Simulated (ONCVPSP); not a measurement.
## Transferability test, ONCV potential for palladium

- Element: Pd (Z = 46)
- Generator: ONCVPSP 4.0.1
- Type: optimised norm-conserving Vanderbilt (ONCV)
- Functional: PBE
- Relativity: scalar-relativistic
- Frozen core: [Ar] 3d10
- Valence charge: 18
- Reference configuration: 4s2 4p6 4d8 (charge +2)
- Partial waves: 4s: rc 1.50 bohr, ncon 4, nbas 9, qcut 7.1 1/bohr, 2 projectors, debl 1.4 Ha; 4p: rc 1.65 bohr, ncon 4, nbas 8, qcut 9.8 1/bohr, 2 projectors, debl 2.2 Ha; 4d: rc 1.70 bohr, ncon 4, nbas 9, qcut 8.2 1/bohr, 1 projector
- Local potential: polynomial inside 1.25 bohr (lpopt 5, dvloc0 0 Ha)
- Core correction: Teter function, fcfact 7.4, rcfact 1

In the s channel the program set the typed energies aside and used -4.060, 0.250 Ha. In the p channel the program set the typed energies aside and used -2.796, 0.250 Ha.

Energies are relative to the spin-unpolarised reference configuration 4s2 4p6 4d8; without spin polarisation the order of configurations can differ from experiment.

```tsv
valence configuration	charge	ΔE all-electron (eV)	error AE − PS (meV)
4s2 4p6 4d10	0	-29.934	-0.6
4s2 4p6 4d9	+1	-20.818	+1.5
4s2 4p6 4d7	+3	34.360	+0.4
4s2 4p6 4d9 5p1	0	-24.695	+2.0
```

Levels in the configuration 4s2 4p6 4d10:

| level | all-electron (eV) | pseudo (eV) |
| --- | --- | --- |
| 4s | -85.332 | -85.354 |
| 4p | -51.199 | -51.202 |
| 4d | -4.048 | -4.045 |
